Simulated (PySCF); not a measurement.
A structure optimised at PBE-D3(BJ)/def2-SVP, used in a PySCF frequency run:

```xyz
7

W      0.0000     0.0000     0.0000
F      0.0000     1.8613     0.0000
F      0.0000    -1.8613     0.0000
F      0.0000     0.0000    -1.8613
F      1.8613     0.0000     0.0000
F     -1.8613     0.0000     0.0000
F      0.0000     0.0000     1.8613
```
Charge 0, spin multiplicity 1.

### Question
Write its SMILES, formula and point group.

### Answer
[F][W]([F])([F])([F])([F])[F], F6W, Oh

### Question
What are its rotational constants (standard atomic weights)?

### Answer
1.9195, 1.9195, 1.9195 GHz
